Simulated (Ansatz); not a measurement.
Molecule: HgI (charge 0, doublet). SMILES of the parent species: [I][Hg]
Geometry from a B3LYP-D3(BJ)/def2-TZVP (Ansatz, a program for electronic structure) optimisation:
```
Hg
I 1 2.8364
```
Charge 0, spin multiplicity 2.

Wanted: size of the dipole moment, in D. Conventions: def2 sets with scalar-relativistic core potentials past Kr; spin-orbit terms left out; LANL2DZ with its own core potentials from Na on; UHF or UKS for open shells. Ab initio and DFT rows: single points at B3LYP-D3(BJ) geometries (Ansatz). The spin state of an ion or metal species was assumed, not searched.

```tsv
level	program	size of the dipole moment (D)
SVWN5/LANL2DZ	Ansatz	3.14
PBE/LANL2DZ	Ansatz	3.36
PBE/def2-SVP	Ansatz	2.11
BLYP/LANL2DZ	Ansatz	3.15
B3LYP/LANL2DZ	Ansatz	3.31
B3LYP/def2-SVP	Ansatz	2.18
PBE0/LANL2DZ	Ansatz	3.55
```

No value to compare with is used here. The 7 habitual levels span 2.11 (PBE/def2-SVP) to 3.55 D (PBE0/LANL2DZ).

The levels are drawn from those run, B3LYP/6-31G* more often than the rest, none by its result; runs whose electronic state is in doubt are left out.
